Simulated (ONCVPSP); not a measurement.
# How hard is this Pt (Z = 78) ONCV potential?

Pt, optimised norm-conserving Vanderbilt (ONCV), made with ONCVPSP 4.0.1 (PBE, fully relativistic). Core [Kr] 4d10 4f14 5s2, reference 5p6 5d9 6s1. Waves: 6s: rc 1.95 bohr, ncon 4, nbas 7, qcut 3.5 1/bohr, 1 projector; 5p: rc 1.10 bohr, ncon 5, nbas 8, qcut 8.4 1/bohr, 2 projectors, debl 3.2 Ha; 5d: rc 1.55 bohr, ncon 5, nbas 9, qcut 6 1/bohr, 1 projector. Local part: polynomial inside 0.95 bohr (lpopt 5, dvloc0 6 Ha). Core correction: Teter function, fcfact 3.75, rcfact 1.25.

Open shells are filled in proportion to 2j + 1.

**Question.** For each optimised wave give the share of its norm inside rc, the residual kinetic energy above qcut (Ha) and the cutoffs (Ha) for errors of 10, 1, 0.1 and 0.01 mHa per electron.

**Answer.**

```json
{"wave": "6s", "norm inside rc": "0.170", "residual KE": "1.6e-03", "10 mHa": "2.7", "1 mHa": "13.9", "0.1 mHa": "31.1", "0.01 mHa": "44.8"}
{"wave": "5p j=3/2", "norm inside rc": "0.501", "residual KE": "1.9e-03", "10 mHa": "29.2", "1 mHa": "39.0", "0.1 mHa": "93.5", "0.01 mHa": "136.7"}
{"wave": "p projector 2 j=3/2", "norm inside rc": "0.040", "residual KE": "1.7e-03", "10 mHa": "21.3", "1 mHa": "62.5", "0.1 mHa": "191.1", "0.01 mHa": "220.7"}
{"wave": "5p j=1/2", "norm inside rc": "0.614", "residual KE": "9.2e-03", "10 mHa": "34.9", "1 mHa": "116.6", "0.1 mHa": "151.9", "0.01 mHa": "172.0"}
{"wave": "p projector 2 j=1/2", "norm inside rc": "0.038", "residual KE": "1.6e-03", "10 mHa": "24.7", "1 mHa": "38.8", "0.1 mHa": "164.5", "0.01 mHa": "212.5"}
{"wave": "5d j=5/2", "norm inside rc": "0.491", "residual KE": "9.3e-04", "10 mHa": "14.0", "1 mHa": "17.9", "0.1 mHa": "30.9", "0.01 mHa": "66.1"}
{"wave": "5d j=3/2", "norm inside rc": "0.535", "residual KE": "1.8e-03", "10 mHa": "14.8", "1 mHa": "19.4", "0.1 mHa": "45.8", "0.01 mHa": "99.7"}
```

The occupied waves need 117 Ha and 152 Ha for 1 and 0.1 mHa. Note: ghosts flagged at negative energy: s at -308.3 eV; GHOST(+) flagged for s at 5.6 eV, p3/2 at 303.8 eV. A true bound ghost makes a file unfit for plane-wave use. 3 of 4 tests not solved or not reliable.
